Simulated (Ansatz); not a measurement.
Consider the redistribution: `[CH3][GeH]([F])[SH]` + `C[SiH2]O[SiH2]N` → `[CH3][Ge]([NH2])([F])[SH]` + `C[SiH2]O[SiH3]`.

Calculated with Ansatz (gas phase, PBE0-D4/def2-TZVP geometries, no zero-point term in ΔE). CCSD(T)/CBS is the MP2 limit (def2-TZVPP, def2-QZVPP) plus CCSD(T) − MP2 in def2-TZVPP, frozen cores. This one scheme is used for every species. Functionals use def2-TZVPP. B3LYP here is the variant with VWN-RPA as its local correlation; programs differ in this. For Ge outer-core shells are correlated without core-valence functions, which leaves a few kJ/mol of doubt a bond. Scalar relativity is left out up to krypton. Each species was taken in one conformer, which may not be the lowest.

```
             level  ΔE (kJ/mol)  difference from CCSD(T)/CBS
            PBE-D4         51.6                          2.6
         r2SCAN-D4         52.3                          3.3
           PBE0-D4         51.5                          2.5
          B3LYP-D4         51.5                          2.5
           ωB97X-V         49.7                          0.7
           ωB97M-V         52.9                          3.9
            B2PLYP         50.6                          1.6
               PBE         52.8                          3.8
            r2SCAN         52.5                          3.5
              PBE0         52.5                          3.5
             B3LYP         53.3                          4.3
     HF/def2-TZVPP         48.5                         -0.5
    MP2/def2-TZVPP         46.3                         -2.7
SCS-MP2/def2-TZVPP         45.3                         -3.7
   CCSD/def2-TZVPP         46.5                         -2.5
CCSD(T)/def2-TZVPP         45.9                         -3.1
     HF/def2-QZVPP         49.5                          0.5
    MP2/def2-QZVPP         48.4                         -0.6
SCS-MP2/def2-QZVPP         47.4                         -1.6
      HF/CBS(def2)         49.7                          0.7
     MP2/CBS(def2)         49.4                          0.4
    CCSD/CBS(def2)         49.6                          0.6
       CCSD(T)/CBS         49.0                            0
```

Largest T1 diagnostic among the species: 0.011.
